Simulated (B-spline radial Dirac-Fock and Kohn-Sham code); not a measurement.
# Scattering functions of Ir⁺

System: the Ir⁺ ion, [Xe] 4f14 5d7 6s1.

Level of theory: configuration-average Dirac-Fock orbitals; a radial atomic solver. f₀ is the Fourier transform of the spherical electron density, S the Waller-Hartree incoherent function, and s = sin θ/λ. The electron scattering factor follows from the Mott-Bethe formula f_e = 0.023934 Å⁻¹·(Z − f₀)/s².

| s (Å⁻¹) | f₀ | S | f_e (Å) |
| --- | --- | --- | --- |
| 0 | 76.000 | 0.000 | – |
| 0.05 | 75.062 | 1.131 | 18.549 |
| 0.1 | 72.544 | 3.685 | 10.664 |
| 0.15 | 69.087 | 6.450 | 8.418 |
| 0.2 | 65.273 | 9.052 | 7.017 |
| 0.25 | 61.458 | 11.527 | 5.952 |
| 0.3 | 57.813 | 13.911 | 5.103 |
| 0.35 | 54.407 | 16.210 | 4.414 |
| 0.4 | 51.259 | 18.428 | 3.851 |
| 0.45 | 48.364 | 20.560 | 3.385 |
| 0.5 | 45.704 | 22.589 | 2.996 |
| 0.6 | 40.984 | 26.274 | 2.394 |
| 0.7 | 36.902 | 29.431 | 1.959 |
| 0.8 | 33.312 | 32.159 | 1.634 |
| 0.9 | 30.131 | 34.595 | 1.385 |
| 1 | 27.326 | 36.834 | 1.189 |
| 1.1 | 24.883 | 38.924 | 1.031 |
| 1.2 | 22.787 | 40.887 | 0.901 |
| 1.4 | 19.537 | 44.497 | 0.702 |
| 1.6 | 17.284 | 47.750 | 0.558 |
| 1.8 | 15.676 | 50.651 | 0.453 |
| 2 | 14.417 | 53.180 | 0.374 |
| 2.5 | 11.758 | 57.980 | 0.250 |
| 3 | 9.370 | 61.249 | 0.180 |
| 3.5 | 7.479 | 63.664 | 0.136 |
| 4 | 6.194 | 65.561 | 0.106 |
| 5 | 4.858 | 68.355 | 0.069 |
| 6 | 4.108 | 70.277 | 0.048 |

f₀ starts at the number of electrons, 76, and has fallen to half at s ≈ 0.67 Å⁻¹. The sum of ⟨r²⟩ over the electrons is 52.41 bohr². For an ion f_e diverges as s goes to zero, because of the net charge.

Values without a named source are computed, but for edge energies of neutral atoms, which are taken from tables.
